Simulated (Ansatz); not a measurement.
The cluster HfTe₂, 3 atoms. Hardware: 4 threads of Arm Neoverse V2 on a shared host.

In the def2 sets Hf, Te take a core potential; there is no spin–orbit coupling. Correlated methods freeze 8 core orbitals; core or outer-core shells of Hf, Te are correlated, in sets that lack core-valence functions.

**Question.** How many basis functions does each of these Ansatz runs have, and roughly what does it cost? CCSD(T)/def2-TZVPP, charge 0 singlet, energy, from earlier orbitals; PBE0-D4/def2-TZVPD, charge 0 singlet, energy, from earlier orbitals; PBE-D4/def2-TZVP, charge 1 doublet at the geometry of the charge 0 singlet, energy, from earlier orbitals; r2SCAN-D4/def2-TZVP, charge 0 triplet, energy, from earlier orbitals; revPBE-D4/def2-TZVP, charge 0 triplet, energy, from earlier orbitals; CAM-B3LYP-D4/def2-TZVP, charge 0 singlet, energy, from earlier orbitals; B3LYP-D4/def2-TZVP, charge 0 singlet, relaxation, 4 steps; r2SCAN-D4/def2-TZVP, charge 1 doublet at the geometry of the charge 0 singlet, energy, from earlier orbitals; PBE-D4/def2-SVP, charge 0 singlet, energy, from earlier orbitals; PBE with 35 % exact exchange/def2-TZVP, charge 0 quintet, energy, from earlier orbitals; PBE0-D4/def2-TZVP, charge 0 unrestricted singlet, energy, from earlier orbitals; PBE0-D4/def2-SVP, charge 0 singlet, energy with a search over starts.

**Answer.** Other jobs shared the machine, so times can vary by a factor of up to 3. A dash marks memory too small to be measured apart from the calling script's.

```json
{"run": "PBE-D4/def2-SVP, charge 0 singlet, energy, from earlier orbitals", "functions": "84", "fitting or Cholesky vectors": "954", "wall time": "0.85 s", "peak host memory (GiB)": "–"}
{"run": "PBE0-D4/def2-SVP, charge 0 singlet, energy with a search over starts", "functions": "84", "fitting or Cholesky vectors": "990", "wall time": "1.8 s", "peak host memory (GiB)": "–"}
{"run": "CAM-B3LYP-D4/def2-TZVP, charge 0 singlet, energy, from earlier orbitals", "functions": "140", "fitting or Cholesky vectors": "1205", "wall time": "2.2 s", "peak host memory (GiB)": "–"}
{"run": "PBE0-D4/def2-TZVPD, charge 0 singlet, energy, from earlier orbitals", "functions": "161", "fitting or Cholesky vectors": "1393", "wall time": "2.2 s", "peak host memory (GiB)": "–"}
{"run": "PBE-D4/def2-TZVP, charge 1 doublet at the geometry of the charge 0 singlet, energy, from earlier orbitals", "functions": "140", "fitting or Cholesky vectors": "1117", "wall time": "2.3 s", "peak host memory (GiB)": "–"}
{"run": "r2SCAN-D4/def2-TZVP, charge 1 doublet at the geometry of the charge 0 singlet, energy, from earlier orbitals", "functions": "140", "fitting or Cholesky vectors": "1117", "wall time": "7 s", "peak host memory (GiB)": "–"}
{"run": "B3LYP-D4/def2-TZVP, charge 0 singlet, relaxation, 4 steps", "functions": "140", "fitting or Cholesky vectors": "1219", "wall time": "8 s", "peak host memory (GiB)": "–"}
{"run": "revPBE-D4/def2-TZVP, charge 0 triplet, energy, from earlier orbitals", "functions": "140", "fitting or Cholesky vectors": "1117", "wall time": "8.5 s", "peak host memory (GiB)": "–"}
{"run": "PBE with 35 % exact exchange/def2-TZVP, charge 0 quintet, energy, from earlier orbitals", "functions": "140", "fitting or Cholesky vectors": "1369", "wall time": "11 s", "peak host memory (GiB)": "0.72"}
{"run": "r2SCAN-D4/def2-TZVP, charge 0 triplet, energy, from earlier orbitals", "functions": "140", "fitting or Cholesky vectors": "1117", "wall time": "21 s", "peak host memory (GiB)": "–"}
{"run": "PBE0-D4/def2-TZVP, charge 0 unrestricted singlet, energy, from earlier orbitals", "functions": "140", "fitting or Cholesky vectors": "1269", "wall time": "26 s", "peak host memory (GiB)": "0.71"}
{"run": "CCSD(T)/def2-TZVPP, charge 0 singlet, energy, from earlier orbitals", "functions": "156", "fitting or Cholesky vectors": "1319", "wall time": "39 s", "peak host memory (GiB)": "1.6"}
```
